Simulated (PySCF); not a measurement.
Species: Si5H12 (charge 0, singlet). 
Coordinates optimised at B3LYP-D3(BJ)/def2-TZVP (Ansatz):
```xyz
17

Si     2.9919     0.4445     0.5559
Si     1.3323    -0.3931    -0.8709
Si    -0.7641     0.4615    -0.2633
Si    -2.4582    -0.5449    -1.5302
Si    -1.1133     0.0681     2.0204
H      4.3427    -0.0267     0.1636
H      2.7156    -0.0014     1.9430
H      2.9762     1.9273     0.5265
H      1.2892    -1.8746    -0.7619
H      1.6404    -0.0454    -2.2822
H     -0.7690     1.9302    -0.5038
H     -2.4665    -2.0024    -1.2549
H     -2.2226    -0.3382    -2.9800
H     -3.7880     0.0109    -1.1786
H     -2.4703     0.5016     2.4340
H     -0.1107     0.7977     2.8339
H     -0.9764    -1.3835     2.2934
```
Charge 0, spin multiplicity 1.

Dispersion corrections to the total energy (kcal/mol) from the dftd3 and dftd4 libraries through PySCF: D3(BJ) without and D4 with the three-body term, each with the damping fitted for the functional named.

```
functional  D3(BJ)      D4
----------  ------  ------
TPSS             …  -15.47
PBE         -11.51  -11.55
CAM-B3LYP   -11.48  -10.66
HSE06        -9.91   -9.66
B3LYP       -21.59  -18.65
r2SCAN       -3.70       …
HF               …  -33.49
```

Complete the blanks.


- TPSS, D3(BJ): -15.40
- r2SCAN, D4: -3.03
- HF, D3(BJ): -75.59
